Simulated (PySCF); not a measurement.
C₂H₄ClFOSi, SMILES C[Si@@](F)(Cl)C=O.

Geometry optimised at ωB97X-D3(BJ)/def2-SVP. The structure was generated by enumeration; whether it is a known compound was not checked. Other conformers were not sampled.

Vertical ionisation energy (IE) and electron affinity (EA) in eV. Rows of orbital energies are one-electron estimates. Where ΔSCF, EOM or ADC give a negative EA the extra electron is unbound and the value depends on the basis.

```json
[
 {"level": "−ε(HOMO), −ε(LUMO), r2SCAN/def2-TZVP (PySCF)", "IE": "6.22", "EA": "3.04"},
 {"level": "−ε(HOMO), −ε(LUMO), PBE/def2-TZVP (PySCF)", "IE": "5.93", "EA": "3.21"}
]
```
